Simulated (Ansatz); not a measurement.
`I[CH2][Al]1[CH2][CH2]1`, relaxed with RKS PBE0-D4/def2-TZVP in Ansatz from a PBE-D4/def2-SVP geometry. The force threshold is 0.005 eV/Å; the program also tests the step.

Charge 0, multiplicity 1. I: def2 effective core potential.

Start:

```xyz
11

I    -1.391    2.699    0.176
C     0.714    2.133   -0.299
Al    0.184    0.260   -0.058
C    -0.041   -1.389    0.916
C    -0.405   -1.481   -0.637
H     1.332    2.648    0.459
H     0.904    2.539   -1.310
H     0.818   -2.011    1.235
H    -0.893   -1.545    1.604
H    -1.468   -1.699   -0.856
H     0.245   -2.154   -1.230
```

```
step  energy (eV)  largest force (eV/Å)  largest move (Å)
   1  -17900.2364                 0.578             0.000
   2  -17900.2777                 0.333             0.076
   3  -17900.2930                 0.185             0.042
   4  -17900.2951                 0.080             0.013
   5  -17900.2957                 0.019             0.009
   6  -17900.2957                 0.006             0.003
   7  -17900.2957                 0.003             0.003
```

End:

```xyz
11

I    -1.363    2.674    0.160
C     0.705    2.109   -0.294
Al    0.165    0.258   -0.054
C    -0.037   -1.366    0.913
C    -0.405   -1.460   -0.637
H     1.310    2.611    0.457
H     0.898    2.505   -1.288
H     0.812   -1.979    1.210
H    -0.876   -1.540    1.584
H    -1.450   -1.688   -0.838
H     0.240   -2.124   -1.211
```

It took 29 s on 4 threads of an Arm Neoverse V2 on a shared host, with 0.64 GiB of host memory at the peak.
